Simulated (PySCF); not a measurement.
CH₁₁NSi₄. Atoms are numbered in the order given.

```xyz
17

N      3.1747    -1.2275    -0.0452
Si     2.3377     0.2917     0.2021
Si     0.1063    -0.1813     0.7334
Si    -1.5573     1.4742     0.3819
C     -2.6956     0.1748    -0.4567
Si    -1.3068    -1.0460    -0.9691
H      4.1910    -1.1988    -0.1729
H      2.7633    -1.8871    -0.7115
H      3.0409     1.0062     1.3263
H      2.2904     1.2574    -0.9673
H     -0.0797    -0.9158     2.0385
H     -2.1670     2.2234     1.5398
H     -1.0711     2.4787    -0.6318
H     -3.3066    -0.3112     0.3350
H     -3.3786     0.5334    -1.2528
H     -1.6941    -2.5037    -0.9984
H     -0.7574    -0.6789    -2.3254
```

Geometry: PBE-D3(BJ)/def2-SVP. The structure was generated by enumeration, and PubChem lists no compound with its InChIKey, so it may never have been made. One conformer was computed; it need not be the lowest.

All values below come from PySCF with PBE/pcSseg-1.

GIAO shieldings, no solvent; atoms listed in one row are averaged. δ = σ(ref) − σ: ¹⁵N against NH3 (σ = 267.0 ppm); ²⁹Si against TMS (σ = 335.4 ppm); ¹³C against TMS (σ = 182.0 ppm); ¹H against TMS (σ = 31.49 ppm), references at their B3LYP-D3(BJ)/def2-TZVP geometries, non-relativistic.

```
nucleus  atoms  count  δ (ppm)
-------  -----  -----  -------
¹⁵N         N1      1     12.6
²⁹Si       Si2      1    -40.7
²⁹Si       Si6      1    -53.2
²⁹Si       Si4      1    -54.5
²⁹Si       Si3      1   -100.1
¹³C         C5      1      2.2
¹H         H10      1     5.94
¹H          H9      1     5.56
¹H         H16      1     5.46
¹H         H12      1     5.35
¹H         H17      1     5.21
¹H         H13      1     5.14
¹H         H11      1     4.39
¹H         H14      1     1.32
¹H         H15      1     1.23
¹H          H7      1     0.47
¹H          H8      1     0.09
```
